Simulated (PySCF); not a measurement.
PySCF 2.14 output of an unrestricted B97-3 calculation on a single atom or ion in aug-cc-pVDZ (7s6p4d2f, 59 functions), with the non-relativistic Hamiltonian (point nucleus):

```
SCF conv_tol = 1e-09
number electrons alpha = 14  beta = 12
    T. W. Keal and D. J. Tozer.,  J. Chem. Phys. 123, 121103 (2005)
cycle= 1 E= -1507.20543232802  delta_E= -0.00297  |g|= 0.0591  |ddm|= 0.101
cycle= 2 E= -1507.2049262753  delta_E= 0.000506  |g|= 0.0793  |ddm|= 0.109
cycle= 3 E= -1507.20603227357  delta_E= -0.00111  |g|= 0.000939  |ddm|= 0.061
cycle= 4 E= -1507.20603248815  delta_E= -2.15e-07  |g|= 7.28e-05  |ddm|= 0.00107
cycle= 5 E= -1507.20603249074  delta_E= -2.59e-09  |g|= 1.55e-06  |ddm|= 0.000139
cycle= 6 E= -1507.20603249074  delta_E= -1.59e-12  |g|= 1.56e-07  |ddm|= 2.31e-06
converged SCF energy = -1507.20603249074  <S^2> = 2.0013204  2S+1 = 3.0008801
```

The run itself started from symmetry-adapted Hartree-Fock orbitals and held the occupation by maximum overlap, on a logarithmic radial grid, so the iterations belong to that start.

Which element, charge and spin multiplicity is this?

Ni²⁺ (nickel, charge +2), multiplicity 3; the state was [Ar] 3d8, high-spin 3F determinant.
